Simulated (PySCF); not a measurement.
Computed shifts of a molecule C4H4Cl2, PBE/pcSseg-1 run with PySCF, GIAO, gas phase, atoms alike by connectivity averaged where their shifts nearly agree, in ppm (number of nuclei): ¹³C: 220.9 (1), 120.0 (1), 89.3 (1), 60.8 (1). ¹H: 5.78 (2), 4.45 (2). References: ¹³C against TMS (σ = 182.0 ppm); ³⁵Cl against HCl (σ = 936.5 ppm); ¹H against TMS (σ = 31.49 ppm), references at their B3LYP-D3(BJ)/def2-TZVP geometries, non-relativistic (without spin–orbit terms, shifts of atoms bonded to Cl or Br come out too high). Geometry: B3LYP-D3(BJ)/def2-SVP. The values are those of a single conformer.

Problem. Pick the molecule that these values belong to.
(A) C=C(Cl)/C=C\Cl
(B) C=C=CC(Cl)Cl
(C) C=CC=C(Cl)Cl
(D) C=C=C(Cl)CCl

Solution. D, C=C=C(Cl)CCl
